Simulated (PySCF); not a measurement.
# Correlation energy of Pd⁴¹⁺ (palladium, charge +41)

[He] 2s2 2p1, 2P determinant. All numbers are calculated (PySCF 2.14, the spin-free X2C one-electron Hamiltonian (Gaussian nucleus), in an even-tempered Gaussian basis (19 s from 16 bohr⁻², ratio 2.2; 12 p from 21 bohr⁻², ratio 2.2; 6 d from 83 bohr⁻², ratio 2.4; 5 f from 120 bohr⁻², ratio 2.4; 4 g from 190 bohr⁻², ratio 2.4)). Frozen: nothing; 5 electrons correlated; the 14 highest virtual orbitals of each spin left out.

```tsv
level	correlation energy (mhartree)
CCSD	-306.46
(T)	-0.46
CCSD(T)	-306.92
```

Diagnostics: T1 = 0.00025, D1 = 0.0006, largest double amplitude 0.065.

Is a single reference adequate?

Yes, within this model without spin-orbit coupling: T1 lies below 0.03 and no double amplitude reaches 0.07.

At this charge the one-electron X2C treatment keeps the bare 1/r₁₂, with no two-electron picture change or Breit term. That inflates the 1s pair energies well beyond their four-component values; and a scalar Hamiltonian misses the large spin-orbit splitting of the p shells, which matters for ns² → np² pairs.
